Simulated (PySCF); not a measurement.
Correlation energy of S⁺ (sulfur, charge +1)

[Ne] 3s2 3p3, high-spin 4S determinant. Computed with PySCF 2.14 in aug-cc-pwCVTZ (8s7p5d3f, 75 functions), with no relativity, point nucleus. Frozen: 1s2; 13 electrons correlated.

```tsv
level	correlation energy (mhartree)
CCSD	-376.35
(T)	-6.11
CCSD(T)	-382.46
```

Diagnostics: T1 = 0.0038, D1 = 0.0143, largest double amplitude 0.045.

Question: Is a single reference adequate?

Answer: Yes: T1 lies below 0.03 and no double amplitude reaches 0.07.
